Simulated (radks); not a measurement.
Values are calculated unless marked as measured or tabulated.
Question: Isoelectronic series with 24 electrons, all held in the configuration [Ar] 3d5 4s1, which need not be the ground one along the series. Level of theory: Dirac Kohn-Sham, PBEsol, spin-unpolarised, spherical densities, finite nucleus; open shells fill j = l - 1/2 first; Fermi nuclear charge, rms radius of each element as measured or else 0.836 A^(1/3) + 0.57 fm (a radial shooting solver on a logarithmic mesh with Libxc functionals). Total energies (hartree) and mean radii <r> (bohr):

ion,E (hartree),3d5/2,3d3/2,4s1/2
Cr,-1049.47105,1.523,1.511,3.418
Co3+,-1389.12016,0.8938,0.8905,2.116
Zn6+,-1780.86943,0.6810,0.6784,1.597
As9+,-2224.90201,0.5587,0.5562,1.299
Kr12+,-2721.69626,0.4763,0.4739,1.100
Mo18+,-3876.14338,0.3702,0.3676,0.8454
Rh21+,-4535.35250,0.3336,0.3309,0.7582
Cd24+,-5250.42855,0.3038,0.3010,0.6871
Sb27+,-6022.42134,0.2789,0.2760,0.6280

Estimate the row of Xe30+.

Answer: E (hartree) -6852.49254; 3d5/2 0.2578; 3d3/2 0.2548; 4s1/2 0.5780.
